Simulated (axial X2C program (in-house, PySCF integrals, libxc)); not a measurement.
# Potential curves of VH, scalar-relativistic

All values were computed with an axial X2C code built on PySCF integrals. Spin-free means the one-electron spin-free X2C Hamiltonian. Basis: V dyall-cv3z [10s10p6d4f2g], H dyall-v3z [6s2p1d] (cores contracted in-house); Gaussian nuclei, density fitting, unrestricted open shells. Masses: V 50.944 u, H 1.008 u.

State: M_S = 2, Λ = 2 (beyond evenly filled blocks: σα, π+α, π-α, δ+α). Energies in kJ/mol from the fragments at the same level (V + H). Fits are polynomials in 1 − R0/R over 0.85 to 1.23 times the lowest point R0.

```json
{"R (Å)": "1.5306", "CCSD(T)": "-199.90"}
{"R (Å)": "1.5811", "CCSD(T)": "-209.66"}
{"R (Å)": "1.6315", "CCSD(T)": "-215.60"}
{"R (Å)": "1.6820", "CCSD(T)": "-218.37"}
{"R (Å)": "1.7409", "CCSD(T)": "-218.35"}
{"R (Å)": "1.7997", "CCSD(T)": "-215.50"}
{"R (Å)": "1.8754", "CCSD(T)": "-208.57"}
```

Correlated methods: 6 electrons correlated (number of frozen shells: V 3 s, 2 p; H none), 212 virtual spin orbitals or spinors in MP2, 76 natural virtuals in coupled cluster.

One determinant describes the state; a PBE0 search over occupations chose it and may have missed a lower one. De is counted from the lowest determinant-based energies of the atoms at the same level, without counterpoise correction. CCSD and (T) use frozen natural virtuals with an MP2 correction for the truncation; (T) itself is uncorrected, so its De runs slightly low. PBE0 can misorder states that lie within some tenths of an eV, so this need not be the ground state of the molecule. The nearest other spin-free determinant of the search, M_S = 2, Λ = 1, lies 0.13 eV up at the distance of the search. The outer-core s and p shells of the metal are frozen in the correlated rows, which leaves out core–valence correlation; for alkali and alkaline-earth bonds that tends to lengthen them. The T1 diagnostic is large, a sign of multireference character. Coupled cluster ran on the points near the minimum only. MP2 and coupled cluster on one determinant become unreliable at the stretched end.

Task: Fit the CCSD(T) curve near its minimum: give the equilibrium distance, the harmonic wavenumber and the well depth.

Result: At CCSD(T), spin-free: Re = 1.710 Å, ωe ≈ 1610 cm⁻¹, De = 2.27 eV to V + H; Be follows as 5.83 cm⁻¹.
